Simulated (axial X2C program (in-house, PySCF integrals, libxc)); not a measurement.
## FeF⁺: the levels of the configuration d5 s1 p(π)0

Calculated with an axial X2C code built on PySCF integrals: two-component X2C with atomic mean-field Coulomb and Gaunt terms, basis Fe dyall-v3z, F dyall-v3z (cores contracted in-house). Orbitals come from Hartree–Fock averaged over the configuration Fe d5 s1 p(π)0; CI then distributes these electrons over the d, s, p(π) shells of Fe.

R = 1.689 Å (near the minimum of the configuration average).

Active spinors (ω > 0):

```
shell    ω  ε (eV)           character
    d  3/2  -19.43           100% Fe d
    d  5/2  -19.32           100% Fe d
    d  1/2  -18.57    94% Fe d, 5% F p
    d  3/2  -18.51    94% Fe d, 5% F p
    d  1/2  -17.73    88% Fe d, 8% F p
    s  1/2  -11.54  74% Fe s, 23% Fe p
 p(π)  1/2   -4.13   92% Fe p, 5% Fe d
 p(π)  3/2   -4.10   91% Fe p, 5% Fe d
```

Lowest levels of this model:

| Ω | energy (cm⁻¹) | g∥ | configuration |
| --- | --- | --- | --- |
| 0 | 0 | 0.00 | 100% d5 s1 |
| 1 | 0 | 4.00 | 100% d5 s1 |
| 2 | 0 | 8.01 | 100% d5 s1 |
| 3 | 0 | 12.01 | 100% d5 s1 |
| 0 | 6589 | 0.00 | 73% d5 s1 + 26% d6 |
| 1 | 6591 | 4.00 | 73% d5 s1 + 26% d6 |
| 2 | 6597 | 8.01 | 74% d5 s1 + 26% d6 |
| 4 | 11287 | 12.01 | 94% d6 |
| 3 | 11412 | 8.07 | 94% d6 |
| 2 | 11548 | 4.11 | 94% d6 |
| 1 | 11694 | 0.12 | 94% d6 |
| 0 | 11853 | 0.00 | 94% d6 |
| 0 | 11854 | 0.00 | 94% d6 |
| 3 | 12336 | 9.94 | 88% d6 + 7% d5 s1 |
| 2 | 12433 | 5.90 | 88% d6 + 7% d5 s1 |
| 1 | 12516 | 1.89 | 88% d6 + 7% d5 s1 |
| 0 | 12578 | 0.00 | 88% d6 + 7% d5 s1 |
| 0 | 12594 | 0.00 | 88% d6 + 7% d5 s1 |
| 0 | 21011 | 0.00 | 65% d6 + 34% d5 s1 |

g∥ is the magnitude of 2⟨Lz + ge Sz⟩ for the +Ω component.

This point took 2 s on 1 thread of Arm Neoverse N1 (shared host).

Dynamic correlation is missing, so gaps between terms are too wide and other configurations may lie lower; the lowest level listed is that of this model, not necessarily the ground state. For d shells the ligand-field splittings (σ, π, δ) and their order can be off by a thousand cm⁻¹ or more. At most 4 roots were kept for each Ω > 0 (twice that for Ω = 0) within 3.2 eV of the lowest, so higher up levels can be missing between those listed; levels with Ω > 0 are doubly degenerate and listed once, Ω = 0 levels singly. States that fill the shells left empty in the average are placed too high.
